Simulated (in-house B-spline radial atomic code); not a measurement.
Levels of two electrons outside the [Ne] 3s2 3p6 core along the 20-electron series, above the ground level 3d2 J2; labels give the leading configuration and J, and a prime marks the next level of the same label. Computed with a B-spline radial code for spherical atoms: configuration interaction with many-body perturbation theory for the core, Breit and QED.

```json
{"ion": "Sn30+", "Z": "50", "first ionisation energy (eV)": "1763.5", "excitation of 3d2 J4' (eV)": "25.762", "core correlation Breit and QED part of 3d2 J4' (eV)": "-0.69995", "excitation of 3d2 J4 (eV)": "15.596", "core correlation Breit and QED part of 3d2 J4 (eV)": "-0.53097", "excitation of 3d2 J0' (eV)": "44.06", "core correlation Breit and QED part of 3d2 J0' (eV)": "-0.87433", "excitation of 3d2 J1 (eV)": "17.949", "core correlation Breit and QED part of 3d2 J1 (eV)": "-0.63583"}
{"ion": "Sb31+", "Z": "51", "first ionisation energy (eV)": "1870.4", "excitation of 3d2 J4' (eV)": "27.961", "core correlation Breit and QED part of 3d2 J4' (eV)": "-0.73999", "excitation of 3d2 J4 (eV)": "17.098", "core correlation Breit and QED part of 3d2 J4 (eV)": "-0.57673", "excitation of 3d2 J0' (eV)": "46.872", "core correlation Breit and QED part of 3d2 J0' (eV)": "-0.91621", "excitation of 3d2 J1 (eV)": "19.311", "core correlation Breit and QED part of 3d2 J1 (eV)": "-0.64717"}
{"ion": "Te32+", "Z": "52", "first ionisation energy (eV)": "1980.5", "excitation of 3d2 J4' (eV)": "30.35", "core correlation Breit and QED part of 3d2 J4' (eV)": "-0.7833", "excitation of 3d2 J4 (eV)": "18.687", "core correlation Breit and QED part of 3d2 J4 (eV)": "-0.62433", "excitation of 3d2 J0' (eV)": "49.87", "core correlation Breit and QED part of 3d2 J0' (eV)": "-0.95844", "excitation of 3d2 J1 (eV)": "20.767", "core correlation Breit and QED part of 3d2 J1 (eV)": "-0.65842"}
{"ion": "I33+", "Z": "53", "first ionisation energy (eV)": "?", "excitation of 3d2 J4' (eV)": "?", "core correlation Breit and QED part of 3d2 J4' (eV)": "?", "excitation of 3d2 J4 (eV)": "?", "core correlation Breit and QED part of 3d2 J4 (eV)": "?", "excitation of 3d2 J0' (eV)": "?", "core correlation Breit and QED part of 3d2 J0' (eV)": "?", "excitation of 3d2 J1 (eV)": "?", "core correlation Breit and QED part of 3d2 J1 (eV)": "?"}
{"ion": "Xe34+", "Z": "54", "first ionisation energy (eV)": "2210.1", "excitation of 3d2 J4' (eV)": "35.74", "core correlation Breit and QED part of 3d2 J4' (eV)": "-0.88052", "excitation of 3d2 J4 (eV)": "22.14", "core correlation Breit and QED part of 3d2 J4 (eV)": "-0.72481", "excitation of 3d2 J0' (eV)": "56.462", "core correlation Breit and QED part of 3d2 J0' (eV)": "-1.0438", "excitation of 3d2 J1 (eV)": "23.981", "core correlation Breit and QED part of 3d2 J1 (eV)": "-0.68074"}
{"ion": "Cs35+", "Z": "55", "first ionisation energy (eV)": "2329.6", "excitation of 3d2 J4' (eV)": "38.761", "core correlation Breit and QED part of 3d2 J4' (eV)": "-0.9352", "excitation of 3d2 J4 (eV)": "24.013", "core correlation Breit and QED part of 3d2 J4 (eV)": "-0.77794", "excitation of 3d2 J0' (eV)": "60.077", "core correlation Breit and QED part of 3d2 J0' (eV)": "-1.0875", "excitation of 3d2 J1 (eV)": "25.749", "core correlation Breit and QED part of 3d2 J1 (eV)": "-0.69206"}
{"ion": "Ba36+", "Z": "56", "first ionisation energy (eV)": "2452.2", "excitation of 3d2 J4' (eV)": "42.015", "core correlation Breit and QED part of 3d2 J4' (eV)": "-0.99379", "excitation of 3d2 J4 (eV)": "25.989", "core correlation Breit and QED part of 3d2 J4 (eV)": "-0.83285", "excitation of 3d2 J0' (eV)": "63.919", "core correlation Breit and QED part of 3d2 J0' (eV)": "-1.1317", "excitation of 3d2 J1 (eV)": "27.631", "core correlation Breit and QED part of 3d2 J1 (eV)": "-0.70342"}
{"ion": "La37+", "Z": "57", "first ionisation energy (eV)": "2578.0", "excitation of 3d2 J4' (eV)": "45.512", "core correlation Breit and QED part of 3d2 J4' (eV)": "-1.0565", "excitation of 3d2 J4 (eV)": "28.074", "core correlation Breit and QED part of 3d2 J4 (eV)": "-0.88965", "excitation of 3d2 J0' (eV)": "68", "core correlation Breit and QED part of 3d2 J0' (eV)": "-1.1765", "excitation of 3d2 J1 (eV)": "29.632", "core correlation Breit and QED part of 3d2 J1 (eV)": "-0.71487"}
{"ion": "Ce38+", "Z": "58", "first ionisation energy (eV)": "?", "excitation of 3d2 J4' (eV)": "?", "core correlation Breit and QED part of 3d2 J4' (eV)": "?", "excitation of 3d2 J4 (eV)": "?", "core correlation Breit and QED part of 3d2 J4 (eV)": "?", "excitation of 3d2 J0' (eV)": "?", "core correlation Breit and QED part of 3d2 J0' (eV)": "?", "excitation of 3d2 J1 (eV)": "?", "core correlation Breit and QED part of 3d2 J1 (eV)": "?"}
{"ion": "Pr39+", "Z": "59", "first ionisation energy (eV)": "?", "excitation of 3d2 J4' (eV)": "?", "core correlation Breit and QED part of 3d2 J4' (eV)": "?", "excitation of 3d2 J4 (eV)": "?", "core correlation Breit and QED part of 3d2 J4 (eV)": "?", "excitation of 3d2 J0' (eV)": "?", "core correlation Breit and QED part of 3d2 J0' (eV)": "?", "excitation of 3d2 J1 (eV)": "?", "core correlation Breit and QED part of 3d2 J1 (eV)": "?"}
{"ion": "Nd40+", "Z": "60", "first ionisation energy (eV)": "2974.2", "excitation of 3d2 J4' (eV)": "57.562", "core correlation Breit and QED part of 3d2 J4' (eV)": "-1.2711", "excitation of 3d2 J4 (eV)": "35.039", "core correlation Breit and QED part of 3d2 J4 (eV)": "-1.073", "excitation of 3d2 J0' (eV)": "81.783", "core correlation Breit and QED part of 3d2 J0' (eV)": "-1.3165", "excitation of 3d2 J1 (eV)": "36.407", "core correlation Breit and QED part of 3d2 J1 (eV)": "-0.75066"}
{"ion": "Pm41+", "Z": "61", "first ionisation energy (eV)": "3112.7", "excitation of 3d2 J4' (eV)": "62.136", "core correlation Breit and QED part of 3d2 J4' (eV)": "-1.3516", "excitation of 3d2 J4 (eV)": "37.617", "core correlation Breit and QED part of 3d2 J4 (eV)": "-1.1387", "excitation of 3d2 J0' (eV)": "86.929", "core correlation Breit and QED part of 3d2 J0' (eV)": "-1.3652", "excitation of 3d2 J1 (eV)": "38.941", "core correlation Breit and QED part of 3d2 J1 (eV)": "-0.76313"}
```

Fill in the row of I33+.

first ionisation energy (eV): 2093.7; excitation of 3d2 J4' (eV): 32.939; core correlation Breit and QED part of 3d2 J4' (eV): -0.83017; excitation of 3d2 J4 (eV): 20.366; core correlation Breit and QED part of 3d2 J4 (eV): -0.67375; excitation of 3d2 J0' (eV): 53.063; core correlation Breit and QED part of 3d2 J0' (eV): -1.001; excitation of 3d2 J1 (eV): 22.322; core correlation Breit and QED part of 3d2 J1 (eV): -0.66964.

Fill in the row of Ce38+.

first ionisation energy (eV): 2706.9; excitation of 3d2 J4' (eV): 49.261; core correlation Breit and QED part of 3d2 J4' (eV): -1.1236; excitation of 3d2 J4 (eV): 30.273; core correlation Breit and QED part of 3d2 J4 (eV): -0.94856; excitation of 3d2 J0' (eV): 72.33; core correlation Breit and QED part of 3d2 J0' (eV): -1.2223; excitation of 3d2 J1 (eV): 31.758; core correlation Breit and QED part of 3d2 J1 (eV): -0.72656.

Fill in the row of Pr39+.

first ionisation energy (eV): 2839.0; excitation of 3d2 J4' (eV): 53.275; core correlation Breit and QED part of 3d2 J4' (eV): -1.1951; excitation of 3d2 J4 (eV): 32.593; core correlation Breit and QED part of 3d2 J4 (eV): -1.0096; excitation of 3d2 J0' (eV): 76.921; core correlation Breit and QED part of 3d2 J0' (eV): -1.2689; excitation of 3d2 J1 (eV): 34.014; core correlation Breit and QED part of 3d2 J1 (eV): -0.73847.
